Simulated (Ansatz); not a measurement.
Program: Ansatz 0.2.0.

Basis-set series for Al₂F₄H₂O₂, SMILES `[F][Al-]1([F])[OH+][Al-]([F])([F])[OH+]1`. The species carries charge 0 and has multiplicity 1. The structure was optimised at the PBE0-D4/def2-TZVP level.

| atom | x (Å) | y (Å) | z (Å) |
| --- | --- | --- | --- |
| F1 | 2.445 | -0.342 | 0.901 |
| Al2 | 0.834 | -0.660 | 0.875 |
| F3 | 0.241 | -1.783 | 1.915 |
| O4 | -0.244 | 0.811 | 0.845 |
| Al5 | -0.834 | 0.660 | -0.875 |
| F6 | -2.445 | 0.343 | -0.901 |
| F7 | -0.241 | 1.783 | -1.915 |
| O8 | 0.244 | -0.811 | -0.845 |
| H9 | -0.753 | 1.148 | 1.584 |
| H10 | 0.752 | -1.148 | -1.584 |

```
functional       basis  functions  energy (Eh)  HOMO (eV)  LUMO (eV)
   PBE0-D4  def2-TZVPP        298  -1035.92183     -11.02      -0.92
   PBE0-D4  def2-QZVPP        542  -1035.97124     -11.08      -1.13
   ωB97M-V  def2-TZVPP        298  -1036.53468     -13.54       0.59
   ωB97M-V  def2-QZVPP        542  -1036.58055     -13.61       0.18
```

(1) Give the rows for def2-SVP. (Best estimate.)

Answers

(1) The calculation gave: 
```tsv
functional	basis	functions	energy (Eh)	HOMO (eV)	LUMO (eV)
PBE0-D4	def2-SVP	130	-1035.05363	-10.79	-0.63
ωB97M-V	def2-SVP	130	-1035.65734	-13.27	0.95
```

Positive LUMOs are unbound and depend on the basis.
